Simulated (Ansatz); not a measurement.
Compare A (`NC(O)[SiH2]S`) with its isomer B (`NCS[SiH2]O`).

Gas-phase electronic energies from Ansatz, PBE0-D4/def2-TZVP geometries. CCSD(T)/CBS adds triple-zeta CCSD(T) − MP2 to the extrapolated MP2 energy (def2 sets, frozen cores). DFT in def2-TZVPP. B3LYP here is the variant with VWN-RPA as its local correlation; programs differ in this. Each species was taken in one conformer, which may not be the lowest.

Q: Which isomer does CCSD(T)/CBS put lower? Give the gap. (Best estimate.)

A: Ansatz gave: B, by 134.6 kJ/mol.

Q: Give E(B) − E(A) in kJ/mol with B2PLYP, LDA (SPW92), CCSD/def2-TZVPP, B3LYP, PBE-D4, CCSD(T)/def2-TZVPP, HF/def2-TZVPP. (An estimate is asked.)

A: The calculation gave: B2PLYP -136.6, LDA (SPW92) -115.4, CCSD/def2-TZVPP -130.6, B3LYP -134.6, PBE-D4 -123.4, CCSD(T)/def2-TZVPP -129.9, HF/def2-TZVPP -142.8. None reverses the order clearly.

Q: Does the order hold for the free energy at 298.15 K (harmonic terms from PBE0-D4)? (An estimate is asked.)

A: Computed: Yes: G(B) − G(A) = -132.3 kJ/mol, for one conformer each. Modes under 60 cm⁻¹, often nearly free rotors, make the harmonic entropy too high.

Largest T1 diagnostic: 0.012.

In def2-TZVPP, CCSD(T) changes the Hartree–Fock value by +12.9 kJ/mol (the triples alone add +0.7 kJ/mol) and MP2 by +4.5 kJ/mol. At CCSD(T), def2-SVP lies +31.3 kJ/mol from the extrapolated value and def2-TZVPP +4.7 kJ/mol.
